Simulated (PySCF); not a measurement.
## Spinor energies of Ca (calcium, neutral)

Start: [Ar] 3d2; 3d5/2 filled at m_j = +3/2, +5/2. Calculated with PySCF 2.14 in x2c-TZVPall-2c with one added diffuse shell each of s, p, d type (7s8p4d, 51 functions): generalised Hartree-Fock with the X2C-1e Hamiltonian and a Gaussian nucleus; one run each with spin-orbit coupling (SO) switched off, then screened by Boettger's factors. This is a chosen level, not necessarily the ground level.

| spinor shell | electrons | ε, spin-free (eV) | ε, screened SO (eV) | weight of nominal j (screened SO) | rms radius, screened SO (bohr) |
| --- | --- | --- | --- | --- | --- |
| 1s1/2 | 2 | -4083.1 | -4083.1 | 1.000 | 0.0888 |
| 2s1/2 | 2 | -459.28 | -459.28 | 1.000 | 0.393 |
| 2p1/2 | 2 | -368.88 | -371.44 | 1.000 | 0.360 |
| 2p3/2 | 4 | -368.88 | -367.63 | 1.000 | 0.363 |
| 3s1/2 | 2 | -59.125 | -59.126 | 1.000 | 1.25 |
| 3p3/2 | 4 | -34.470 | -34.320 | 0.871 | 1.40 |
| 3p1/2 | 2 | -34.470 | -34.781 | 0.741 | 1.40 |
| 3d5/2 | 2 | -2.708 | -2.708 | 0.900 | 5.05 |

```json
{"quantity": "E (hartree)", "spin-free": "-679.41022", "screened SO": "-679.41358"}
{"quantity": "M_J", "spin-free": "4", "screened SO": "4"}
{"quantity": "⟨J²⟩", "spin-free": "20.011", "screened SO": "20.010"}
{"quantity": "⟨L²⟩", "spin-free": "12.010", "screened SO": "12.010"}
{"quantity": "⟨S²⟩", "spin-free": "2.001", "screened SO": "2.001"}
```

Each row is a mean over spinors that exchange with the open shell spreads, by up to 1.816 eV (3p3/2).

Rows whose weight is well below 1 are mixtures of j = l ± 1/2: exchange outweighs spin-orbit coupling there, and the label is only the starting occupation.

Without spin-orbit coupling the j labels of p, d and f shells carry no meaning; the spin-free column gives the mean over the occupied spinors of each nl shell.
